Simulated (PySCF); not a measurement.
WNF3, singlet: data card

Method: PySCF, PBE0, basis W def2-TZVP with ECP60, N def2-TZVP, F def2-TZVP (scalar-relativistic core potentials, no spin–orbit coupling, density fitting).

The structure is a minimum.

Z-matrix (Å, degrees; charge 0 multiplicity 1):
```
W
N  1 1.6533
F  1 1.8525 2 104.83
F  1 1.8525 2 104.83 3 -120.00
F  1 1.8525 2 104.83 3 120.00
```

```
Point group                                                                   : C3v
Bond lengths                                                                  : W–F 1.852 Å (×3), W–N 1.653 Å
Bond angles                                                                   : F–W–F 113.7° (×3), F–W–N 104.8° (×3)
Entropy at 298.15 K and 1 bar                                                 : 323.4 J/(mol K)
Rotational constants                                                          : 0.1184, 0.1184, 0.09223 cm⁻¹
Dipole moment                                                                 : 2.19 D
Atomisation energy without zero-point energy                                  : 2252 kJ/mol
Highest occupied level                                                        : -9.45 eV
Lowest empty level                                                            : -2.54 eV
Rotational symmetry number                                                    : 3
Heat capacity Cp at 298.15 K                                                  : 81.2 J/(mol K)
Principal polarisabilities                                                    : 34.6, 34.6, 45.2 bohr³
Enthalpy at 298.15 K above 0 K                                                : 17.44 kJ/mol
Zero-point energy                                                             : 27.0 kJ/mol
Principal quadrupole moments (Buckingham, traceless) about the centre of mass : -1.05, 0.53, 0.53 D Å
```

Harmonic modes (masses in u: W 183.951, N 14.003, F 18.998):
```
symmetry  ω (cm⁻¹)  IR (km/mol, summed over degenerate members)
       e       168                                         19.0
      a1       221                                          7.9
       e       332                                         12.1
       e       705                                          286
      a1       709                                         52.6
      a1      1179                                         53.9
```

In C3v the vibrations span 3e + 3a1.

Charges (e):
```
  atom  Mulliken  Löwdin  polar tensor  Mayer order to W1
    W1      1.49    0.94          2.35                  –
    N2     -0.39   -0.30         -0.54               2.85
F3,4,5     -0.36   -0.21         -0.60               0.98
```

Mulliken populations on W1 (electrons outside its core potential): s 2.34, p 6.31, d 3.68, f 0.18.

Outer orbital energies (eV). occupied: -14.07, -13.42, -13.14, -13.14, -13.01, -9.50, -9.50, -9.45; empty: -2.54, -2.54, -0.91, -0.29.

Formally W is in oxidation state +6, d0. The polar-tensor charge on W, 2.35, is far below the formal one.

Stability towards spin polarisation was not tested. Other isomers or separated fragments may lie lower. Spin–orbit coupling, left out here, can matter for elements this heavy.

The final relaxation and frequency run took 70 s on 4 threads of a shared Arm Neoverse V1 host, with 164 basis functions and 14 gradients; the process peaked at 1.9 GiB. Launch command: `OMP_NUM_THREADS=4 python axn.py task.json out`.
